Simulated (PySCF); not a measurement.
BHO, neutral, multiplicity 1.

```xyz
3

B      0.0000     0.0000    -0.8865
O      0.0000     0.0000     0.3867
H      0.0000     0.0000     1.3394
```
Charge 0, spin multiplicity 1.

Geometry: PBE0-D3(BJ)/def2-TZVPD. The geometry has at least one imaginary mode, so it is a saddle point at that level.

Calculation: PySCF with B3LYP/pcSseg-2. Non-relativistic, no solvent.

Computed absolute GIAO shielding of each atom: isotropic value and principal components (ppm):
```json
[
 {"atom": "B1", "σ(iso)": "76.1", "σ11": "7.9", "σ22": "7.9", "σ33": "212.5", "span": "204.6"},
 {"atom": "O2", "σ(iso)": "187.7", "σ11": "73.9", "σ22": "73.9", "σ33": "415.3", "span": "341.3"},
 {"atom": "H3", "σ(iso)": "25.9", "σ11": "16.8", "σ22": "16.8", "σ33": "44.1", "span": "27.3"}
]
```
